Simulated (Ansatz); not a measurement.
KAl, closed-shell singlet (lowest of 2S+1 = 1, 3 at CCSD(T)/def2-TZVPP on PBE0 minima; our sources give no spin for the ground state, which may be another), most abundant isotopes (26.9815 and 38.9637 u). Constants from fifth-degree fits in 1/R to seven points on the lowest solution found; no spin–orbit coupling, no relativity up to Kr; ω_e x_e and α_e move by some per cent with the fit.

Correlated levels freeze the inner cores; with def2 sets outer-core shells near the valence are correlated too.

Run with Ansatz (Gaussian orbitals). Each number belongs to the level named beside it.

| level | r_e (Å) | ω_e (cm⁻¹) | ω_e x_e (cm⁻¹) | α_e (cm⁻¹) |
|---|---|---|---|---|
| PBE/def2-TZVPP | 3.6688 | 133.5 | 0.526 | 0.000480 |
| CCSD(T)/def2-QZVPP | 3.6066 | 139.7 | 0.714 | 0.000564 |

D_e from total energies of the atoms and the molecule: 0.63 eV at PBE/def2-TZVPP; 0.61 eV at CCSD(T)/def2-QZVPP.

Derive the rotational constants, the centrifugal constant, the fundamental, the zero-point energy and the force constant, and test the Morse rule for the well depth.


μ = 15.94203 u.
- PBE/def2-TZVPP: B_e = 16.8576/(μ r_e²) = 0.078561 cm⁻¹; B₀ = B_e − α_e/2 = 0.078321 cm⁻¹; D = 4B_e³/ω_e² = 1.09e-07 cm⁻¹; fundamental ω_e − 2ω_e x_e = 132 cm⁻¹; zero-point energy ω_e/2 − ω_e x_e/4 = 67 cm⁻¹; k = μ(2πcω_e)² = 16.8 N/m; the line J = 1 ← 0 at 2B₀ = 4.696 GHz; a Morse well would hold ω_e²/(4ω_e x_e) = 1.05 eV against the computed D_e of 0.63 eV
- CCSD(T)/def2-QZVPP: B_e = 16.8576/(μ r_e²) = 0.081295 cm⁻¹; B₀ = B_e − α_e/2 = 0.081013 cm⁻¹; D = 4B_e³/ω_e² = 1.10e-07 cm⁻¹; fundamental ω_e − 2ω_e x_e = 138 cm⁻¹; zero-point energy ω_e/2 − ω_e x_e/4 = 70 cm⁻¹; k = μ(2πcω_e)² = 18.3 N/m; the line J = 1 ← 0 at 2B₀ = 4.857 GHz; a Morse well would hold ω_e²/(4ω_e x_e) = 0.85 eV against the computed D_e of 0.61 eV

Doubts at one or more of the structures used: a restricted determinant that unrestricted orbitals would lower (CCSD(T)/def2-QZVPP).

Ansatz is a first-principles code.
